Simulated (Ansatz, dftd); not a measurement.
Reaction: CH3Si (SMILES C=[SiH], doublet) → CH3Si- (SMILES C=[SiH-]) (an electron is taken up)
Each species at its own B3LYP-D3(BJ)/def2-TZVP minimum (Ansatz, an electronic-structure program).

Wanted: adiabatic electron affinity (electronic), positive where energy is released, in eV. Radicals and triplets start from unrestricted determinants; spin-orbit coupling is neglected. Correlated methods leave the cores frozen. Rows without X2C or -DK are non-relativistic. CBS(X,Y): correlation extrapolated as X^-3, Hartree-Fock from the larger set. A bracket is a step between two methods taken in the basis named. The functionals are non-relativistic, so their misses hold any scalar relativity. '+ core + X2C': CCSD(T) terms for core correlation (cc-pwCVTZ, 1s frozen past Ne) and scalar relativity (cc-pVTZ-DK). def2-TZVPD holds few diffuse functions, which lowers the functionals' binding of the extra electron. The restricted determinant of CH3Si- (C=[SiH-], singlet) is unstable towards broken spin symmetry in at least one set run. The UHF reference of CH3Si (C=[SiH], doublet) is spin-contaminated (<S^2> up to 0.44 over the pure value in the sets run).

```json
[
 {"level": "HF/aug-cc-pV(T+d)Z", "program": "Ansatz", "adiabatic electron affinity (eV)": "0.71", "difference against the last row": "-1.31"},
 {"level": "PBE-D4/def2-TZVPD", "program": "Ansatz + dftd4", "adiabatic electron affinity (eV)": "1.89", "difference against the last row": "-0.13"},
 {"level": "CAM-B3LYP/def2-TZVPD", "program": "Ansatz", "adiabatic electron affinity (eV)": "1.91", "difference against the last row": "-0.11"},
 {"level": "CCSD/aug-cc-pV(Q+d)Z", "program": "Ansatz", "adiabatic electron affinity (eV)": "1.93", "difference against the last row": "-0.09"},
 {"level": "CCSDT(Q)/aug-cc-pV(D+d)Z", "program": "Ansatz", "adiabatic electron affinity (eV)": "1.90", "difference against the last row": "-0.12"},
 {"level": "CCSD(T)/CBS(aug-cc-pV(T+d)Z,aug-cc-pV(Q+d)Z) + [CCSDT(Q) - CCSD(T)]/aug-cc-pV(D+d)Z + core + X2C", "program": "Ansatz", "adiabatic electron affinity (eV)": "2.02", "difference against the last row": "0.00"}
]
```
